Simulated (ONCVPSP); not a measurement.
Plane-wave convergence, ONCV potential for V

- Element: vanadium
- Generator: ONCVPSP 4.0.1
- Type: optimised norm-conserving Vanderbilt (ONCV)
- Functional: PBE
- Relativity: fully relativistic
- Frozen core: [Ne] 3s2
- Valence charge: 11
- Reference configuration: 3p6 3d3 4s1.75 4p0.25
- Partial waves: 4s: rc 3.00 bohr, ncon 4, nbas 8, qcut 1.7 1/bohr, 1 projector; 3p+4p: rc 2.05 bohr, ncon 3, nbas 8, qcut 7.8 1/bohr, 2 projectors; 3d: rc 1.65 bohr, ncon 3, nbas 8, qcut 8.5 1/bohr, 2 projectors, debl 2 Ha
- Local potential: polynomial inside 1.25 bohr (lpopt 5, dvloc0 0 Ha)
- Core correction: Teter function, fcfact 4, rcfact 1.05

Open shells are filled in proportion to 2j + 1.

Task: For each optimised wave give the share of its norm inside rc, the residual kinetic energy above qcut (Ha) and the cutoffs (Ha) for errors of 10, 1, 0.1 and 0.01 mHa per electron.

Result:

```
               wave  norm inside rc  residual KE  10 mHa  1 mHa  0.1 mHa  0.01 mHa
                 4s           0.453      6.3e-03     1.1    8.2     18.1      21.0
           3p j=3/2           0.978      1.7e-08    14.8   18.7     21.9      24.8
           4p j=3/2           0.042      5.3e-09     9.4   14.5     18.9      22.4
           3p j=1/2           0.979      1.8e-08    14.9   18.8     22.0      24.9
           4p j=1/2           0.043      6.1e-09     9.6   14.7     19.0      22.5
           3d j=5/2           0.695      1.2e-05    24.3   29.1     32.9      39.5
d projector 2 j=5/2           0.110      7.5e-05    25.5   31.1     35.6      90.6
           3d j=3/2           0.697      1.3e-05    24.3   29.1     32.9      39.8
d projector 2 j=3/2           0.110      7.5e-05    25.6   31.1     35.6      91.2
```

The occupied waves need 29 Ha and 33 Ha for 1 and 0.1 mHa. Note: ghosts flagged at negative energy: s at -61.6 eV, p1/2 at -102.7 eV; GHOST(+) flags only above 600 eV. A true bound ghost makes a file unfit for plane-wave use.
